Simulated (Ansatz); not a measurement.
Compare A (`[SiH3]CCSS`) with its isomer B (`CSCS[SiH3]`).

Computed with Ansatz on PBE0-D4/def2-TZVP structures; ΔE is electronic, products minus reactants. CCSD(T)/CBS adds triple-zeta CCSD(T) − MP2 to the extrapolated MP2 energy (def2 sets, frozen cores). Functionals use def2-TZVPP. B3LYP here is the variant with VWN-RPA as its local correlation; programs differ in this. One conformer a species, not always the lowest.

(1) Which is lower in electronic energy at CCSD(T)/CBS, and by how much? (An estimate is asked.)

(2) Give E(B) − E(A) in kJ/mol with PBE-D4, r2SCAN-D4, MP2/def2-TZVPP, PBE0-D4, ωB97M-V, HF/def2-TZVPP, B3LYP. (Estimate.)

Largest T1 diagnostic: 0.011.

Answers

(1) Computed: B, by 39.4 kJ/mol.

(2) Ansatz gave: PBE-D4 -36.7, r2SCAN-D4 -38.7, MP2/def2-TZVPP -42.9, PBE0-D4 -38.0, ωB97M-V -36.4, HF/def2-TZVPP -38.7, B3LYP -34.5. None reverses the order clearly.
